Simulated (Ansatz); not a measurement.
Reaction (ligand exchange at the Sb–I bond): `[SbH2][I]` + NH₃ → `[NH2][SbH2]` + HI

Gas-phase electronic energies from Ansatz, PBE0-D4/def2-TZVP geometries. CCSD(T)/CBS is the MP2 limit (def2-TZVPP, def2-QZVPP) plus CCSD(T) − MP2 in def2-TZVPP, frozen cores. This one scheme is used for every species. Functionals use def2-TZVPP. B3LYP here is the variant with VWN-RPA as its local correlation; programs differ in this. HSE06 is defined as in plane-wave codes. Elements past krypton have def2 core potentials. For I, Sb outer-core shells are correlated without core-valence functions, which leaves a few kJ/mol of doubt a bond.

`[SbH2][I]`:

Z-matrix (Å, degrees):
```
Sb
I 1 2.724
H 1 1.711 2 94.0
H 1 1.711 2 94.0 3 90.7
```

NH₃:

Cartesian coordinates in Å:
```
N -0.271 -0.078 -0.010
H -0.048 0.599 -0.730
H -0.032 0.345 0.879
H 0.351 -0.866 -0.140
```

`[NH2][SbH2]`:

Cartesian coordinates in Å:
```
N -0.665 -0.421 -0.702
Sb 0.504 -0.433 0.965
H -0.676 0.466 -1.189
H -0.375 -1.135 -1.357
H 1.650 0.774 0.519
H -0.439 0.749 1.763
```

HI:

```xyz
2

I    -0.762    0.234   -0.114
H     0.762   -0.234    0.114
```

```
             level  ΔE (kJ/mol)  difference from CCSD(T)/CBS
       LDA (SPW92)        111.2                         -7.3
            PBE-D4        117.0                         -1.5
           BLYP-D4        113.3                         -5.2
         r2SCAN-D4        116.8                         -1.7
            B97M-V        107.0                        -11.5
           PBE0-D4        120.8                          2.3
          B3LYP-D4        117.5                         -1.0
        r2SCAN0-D4        121.3                          2.8
          HSE06-D4        121.6                          3.1
          BHLYP-D4        123.2                          4.7
           ωB97X-V        110.4                         -8.1
           ωB97M-V        112.8                         -5.7
            B2PLYP        113.6                         -4.9
               PBE        116.2                         -2.3
            revPBE        117.0                         -1.5
            r2SCAN        116.9                         -1.6
              PBE0        120.0                          1.5
             B3LYP        116.0                         -2.5
           r2SCANh        118.7                          0.2
           r2SCAN0        121.2                          2.7
             HSE06        120.6                          2.1
             BHLYP        118.4                         -0.1
         CAM-B3LYP        109.2                         -9.3
           LC-ωPBE        109.4                         -9.1
RPA@PBE/def2-TZVPP         97.2                        -21.3
       HF/def2-SVP        129.6                         11.1
      MP2/def2-SVP        117.8                         -0.7
     CCSD/def2-SVP        116.1                         -2.4
  CCSD(T)/def2-SVP        114.4                         -4.1
     HF/def2-TZVPP        120.5                          2.0
    MP2/def2-TZVPP        112.4                         -6.1
SCS-MP2/def2-TZVPP        108.2                        -10.3
   CCSD/def2-TZVPP        105.8                        -12.7
CCSD(T)/def2-TZVPP        104.9                        -13.6
     HF/def2-QZVPP        121.3                          2.8
    MP2/def2-QZVPP        120.5                          2.0
SCS-MP2/def2-QZVPP        115.8                         -2.7
      HF/CBS(def2)        121.4                          2.9
     MP2/CBS(def2)        126.0                          7.5
    CCSD/CBS(def2)        119.4                          0.9
       CCSD(T)/CBS        118.5                            0
```

**Question.** What do rigid-rotor, harmonic-oscillator terms from PBE0-D4/def2-TZVP frequencies (298.15 K, 1 bar) make of the CCSD(T)/CBS value? (An estimate is asked.)

**Answer.** Ansatz gave: ΔZPE = -10.6 kJ/mol, ΔH = +107.2 kJ/mol, ΔS = -6 J/(mol·K), ΔG = +109.1 kJ/mol.

Largest T1 diagnostic among the species: 0.013.

In def2-TZVPP, CCSD(T) changes the Hartree–Fock value by −15.6 kJ/mol (the triples alone add −0.9 kJ/mol) and MP2 by −8.1 kJ/mol. From BLYP to BHLYP (50 % exact exchange), in def2-TZVPP and without D4, ΔE moves by +5.5 kJ/mol.
